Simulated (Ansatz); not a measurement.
A single point on C$_{2}$H$_{6}$ClIn, SMILES `C[CH2][InH][Cl]`.

```yaml
crystal:
  periodic: [false, false, false]
  atoms:
    - {symbol: C, position_ang: [-1.293291, 0.195156, 0.253025]}
    - {symbol: C, position_ang: [0.081639, -0.141550, 0.808331]}
    - {symbol: In, position_ang: [1.632154, -0.187944, -0.677468]}
    - {symbol: Cl, position_ang: [0.748419, 0.293399, -2.814020]}
    - {symbol: H, position_ang: [-2.045252, 0.204118, 1.048410]}
    - {symbol: H, position_ang: [-1.309212, 1.175163, -0.227954]}
    - {symbol: H, position_ang: [-1.616124, -0.526929, -0.499515]}
    - {symbol: H, position_ang: [0.396202, 0.580066, 1.568255]}
    - {symbol: H, position_ang: [0.088300, -1.119357, 1.299138]}
    - {symbol: H, position_ang: [3.317155, -0.472121, -0.758202]}
basis:
  gaussian: {orbitals: def2-QZVPP}
correlation: {method: mp2}
```

```sh
$ ansatz run in.yaml --threads 4 --pin off --events-out ev --progress --plain --max-ram 10444MiB
```

Output, abridged:

```
Functional definition: HF
2663 factors; integrals over basis functions are off by at most 7.4e-4 eV
mean field evaluation 1: about -19807.1754 eV, gradient 3.7e1 eV
mean field evaluation 2: about -19807.2829 eV, gradient 3.7e1 eV
mean field evaluation 4: about -19810.9170 eV, gradient 3.6e0 eV
mean field evaluation 8: about -19810.9704 eV, gradient 2.5e-1 eV
mean field -19810.97078837 eV, -728.0397481144 hartree, gradient 2.0e-6 eV, S^2 0.000000; 0 other end points of the search recorded, 0 dependent functions left out
11 core orbitals not correlated: weight in the atoms' cores, before any rotation towards them, 1.000 or more for the frozen orbitals, at most 0.000 for the correlated occupied ones
reference -19810.97078837 eV, -728.0397481144 hartree; 17, 17 occupied and 418, 418 virtual orbitals, 2663 factors
second order -28.99313540 eV of doubles, -0.00000000 eV of singles
Total energy: -19839.96392377 eV, -729.1052261880 hartree
```

Hardware: 4 threads of an Intel Xeon 6975P-C on a shared host. Wall time 11 s, peak host memory 2.5 GiB.
